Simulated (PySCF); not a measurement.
An unknown is described by computed data only.

Elements present: C and H. Monoisotopic mass: 96.0939 u.

- Dipole: 0.71 D [PBE0/def2-SVPD]
- 1H NMR: chemical shifts (computed TMS as zero) by class: 2.13 (2 H), 1.47 (1 H), 1.08 (9 H) ppm [GIAO PBE0/pcSseg-1]
- UV, strongest line: among the 6 lowest singlet transitions: S6 at 8.14 eV (152 nm, f = 0.056) [TDDFT PBE0/def2-SVPD]
- Rotational structure: rotational constants A, B, C: 4.373, 1.725, 1.710 GHz [GFN2-xTB]
- UV, first state: lowest singlet excitation: 6.69 eV (185 nm, f = 0.000) [TDDFT PBE0/def2-SVPD]
- Triplet: lowest triplet excitation (Tamm–Dancoff): 5.44 eV [TDA PBE0/def2-SVPD]
- 13C NMR: chemical shifts (computed TMS as zero) by class: 88.4 (1 C), 77.3 (1 C), 35.2 (1 C), 33.3 (1 C), 30.5 (3 C) ppm [GIAO PBE0/pcSseg-1]
- Polarisability: 82.1 au [PBE0/def2-SVPD]

Electronic properties: PySCF, gas phase, density fitting. Levels stand in brackets. NMR shifts are as computed; neighbouring signals can stand in another order in a measured spectrum. Geometry: GFN2-xTB; no solvent, vibrations or thermal averaging. NMR values are class means; diastereotopic atoms form classes of their own.

Question: Which formula fits the mass and the elements?

Answer: C7H12 (calculated 96.0939). No other formula that holds each of these elements comes within 0.0003 u with a fitting electron parity and a possible valence count.

Question: What is the compound? Reason from the data.

Answer: Numbering: `[CH:1]#[C:2][CH2:3][C:4]([CH3:5])([CH3:6])[CH3:7]`. Its formula, C7H12, gives 2 degrees of unsaturation: 0 rings and 2 π bonds in the structure found. 7 carbons fall into 5 classes; from least to most shielded: alkyne carbon [C2] (88.4 ppm), terminal alkyne carbon [C1] (77.3 ppm), propargylic carbon [C3] (35.2 ppm), quaternary sp3 carbon [C4] (33.3 ppm), methyl carbon [C5/C6/C7] (30.5 ppm, 3 C, up to 3.2 ppm apart in this geometry). Hydrogen classes from least to most shielded: 2 H on a propargylic carbon, C3 (2.13 ppm), 1 H on a terminal alkyne carbon, C1 (1.47 ppm), 9 H on 3 methyl carbons, C5/C6/C7 (1.08 ppm, a mean of values up to 1.1 ppm apart in this geometry). The optimised geometry has point group Cs and is an asymmetric top. Structure: `C#CCC(C)(C)C`. Computed isomers that give other values at the same levels: `C=C/C=C/CCC` (rotational constant A: 6.428 GHz; this holds for the one conformer computed); `C=CCC1CCC1` (13C chemical shifts (computed TMS as zero) by class: 146.8 (1 C), 121.4 (1 C), 49.8 (1 C), 34.8 (1 C), 27.8 (2 C), 16.7 (1 C) ppm); `CC[C@@H]1C=CCC1` (13C chemical shifts (computed TMS as zero) by class: 141.0 (1 C), 139.0 (1 C), 49.7 (1 C), 38.0 (1 C), 30.9 (1 C), 29.3 (1 C), 8.8 (1 C) ppm). The assignments are read from this structure; whether some other isomer fits the data as well wasn't checked.

Conformer computed: `[CH:1]#[C:2][CH2:3][C:4]([CH3:5])([CH3:6])[CH3:7]`: C2–C3–C4–C5 60°.
